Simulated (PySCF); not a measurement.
# The 20-electron isoelectronic series, non-relativistic

All values are computed (PySCF 2.14, energy differences of UHF-based or UKS calculations, no spin-orbit coupling). Each ion has its own even-tempered basis scaled to its charge (22s16p6d6f for the first); frozen: [Ne]. Ionisation energies in eV, correlation energies of the ion in mhartree.

```csv
ion,configuration,UHF,LDA,PBE,PBE0,r2SCAN,MP2 (outer shells),E_corr MP2,"NIST (with spin-orbit, Breit and QED)"
Ca,[Ar] 4s2 (1S),5.117,6.210,6.070,5.993,5.813,5.946,-285.2,6.113
Ge¹²⁺,[Ar] 3d2 (3F),367.95,368.63,368.63,368.79,369.33,368.23,-375.7,367 ± 3 (t)
Se¹⁴⁺,[Ar] 3d2 (3F),473.84,474.41,474.47,474.65,475.28,474.06,-384.9,473 ± 3 (t)
Kr¹⁶⁺,[Ar] 3d2 (3F),591.98,592.43,592.55,592.75,593.45,592.13,-393.7,591 ± 3 (t)
Sr¹⁸⁺,[Ar] 3d2 (3F),722.34,722.68,722.86,723.08,723.86,722.42,-401.5,722 ± 3 (t)
Zr²⁰⁺,[Ar] 3d2 (3F),864.88,865.10,865.33,865.58,866.43,864.90,-409.8,863 ± 4 (t)
Mo²²⁺,[Ar] 3d2 (3F),1019.6,1019.7,1020.0,1020.3,1021.2,1019.6,-417.4,1019 ± 4 (t)
Ru²⁴⁺,[Ar] 3d2 (3F),1186.5,1186.5,1186.8,1187.1,1188.1,1186.4,-424.8,1187 ± 4 (t)
Pd²⁶⁺,[Ar] 3d2 (3F),1365.6,1365.4,1365.8,1366.1,1367.2,1365.4,-432.4,1366 ± 4 (t)
Cd²⁸⁺,[Ar] 3d2 (3F),1556.8,1556.5,1556.9,1557.2,1558.4,1556.5,-438.8,1558 ± 4 (t)
```

Each ion has its own basis, which adds noise of up to about 0.1 % along the series.

NIST values marked (s) are semi-empirical, (t) theoretical. Open shells are high-spin determinants of the terms that Hund's rules give.

All relativistic terms are absent from the calculated values; where these lie close to NIST, scalar and spin-orbit shifts of opposite sign can cancel.
